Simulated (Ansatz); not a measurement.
A run for Ansatz (a first-principles code): R-CCSD(T)/cc-pV(D+d)Z on C2H6BCl (SMILES CB(C)Cl), a point of a torsion scan. Files ending in .json are basis or fitting sets from the Basis Set Exchange.

Ansatz 0.2 input:
```yaml
crystal:
  periodic: [false, false, false]
  atoms:
    - {symbol: C, position_ang: [-1.30860895, -0.41975064, 0.05330320]}
    - {symbol: B, position_ang: [-0.09001397, 0.50364483, 0.45097675]}
    - {symbol: C, position_ang: [-0.28086404, 2.03713181, 0.78114582]}
    - {symbol: Cl, position_ang: [1.48352762, -0.16930287, 0.52321332]}
    - {symbol: H, position_ang: [-1.84218049, -0.72317697, 0.95476334]}
    - {symbol: H, position_ang: [-1.01630601, -1.33143548, -0.46156350]}
    - {symbol: H, position_ang: [-2.03498196, 0.10444501, -0.56399428]}
    - {symbol: H, position_ang: [0.40970204, 2.39870098, 1.53971228]}
    - {symbol: H, position_ang: [-0.08383571, 2.62710379, -0.11483627]}
    - {symbol: H, position_ang: [-1.29299216, 2.27834902, 1.09590941]}
basis:
  gaussian:
    orbitals: cc-pV_D+d_Z.json
magnetization: {spin_polarized: false}
correlation: {method: ccsd_t, electrons: outside_noble_gas}
scf: {lower_state_search: off}
```

The log:

```
WARN ansatz: RAYON_NUM_THREADS=1 ignored (pool sized by the plan → 1); use --threads N
Functional definition: HF
these checks for a lower state are left out or cut short: stability, starts, cluster_reference, orbital_swaps, neighbouring_geometries, increment
integrals: 0.11 GiB planned
889 factors; integrals over basis functions are off by at most 1.1e-3 eV
mean field: 0.24 GiB planned
mean field evaluation 1: about -15330.7437 eV, gradient 2.9e1 eV
mean field evaluation 2: about -15330.8609 eV, gradient 2.9e1 eV
mean field evaluation 4: about -15333.2244 eV, gradient 2.5e0 eV
mean field evaluation 8: about -15333.2533 eV, gradient 1.4e-1 eV
mean field -15333.25340909 eV, -563.4866695316 hartree, gradient 8.9e-7 eV, S^2 0.000000; 0 other end points of the search recorded, 0 dependent functions left out
8 core orbitals not correlated
reference -15333.25340909 eV, -563.4866695316 hartree; 12, 12 occupied and 75, 75 virtual orbitals, 889 factors
second order -13.90304145 eV of doubles, -0.00000000 eV of singles
coupled cluster: 0.32 GiB planned
cycle   1  -14.94481784 eV  change    -1.0e0 eV  update   7.6e-2
cycle   2  -15.30407173 eV  change   -3.6e-1 eV  update   2.2e-2
cycle   3  -15.35680636 eV  change   -5.3e-2 eV  update   9.4e-3
cycle   4  -15.35607795 eV  change    7.3e-4 eV  update   2.9e-3
cycle   5  -15.35533020 eV  change    7.5e-4 eV  update   1.0e-3
cycle   6  -15.35517776 eV  change    1.5e-4 eV  update   3.0e-4
cycle   7  -15.35516111 eV  change    1.7e-5 eV  update   9.1e-5
cycle   8  -15.35516799 eV  change   -6.9e-6 eV  update   2.6e-5
perturbative correction -0.42169635 eV, -0.0154970550 hartree
Total energy: -15349.03027343 eV, -564.0664586023 hartree
Checks for a lower state left out: stability, starts, cluster_reference, orbital_swaps, neighbouring_geometries, increment
```

The run converged.

Cost: very roughly 13 core-seconds.
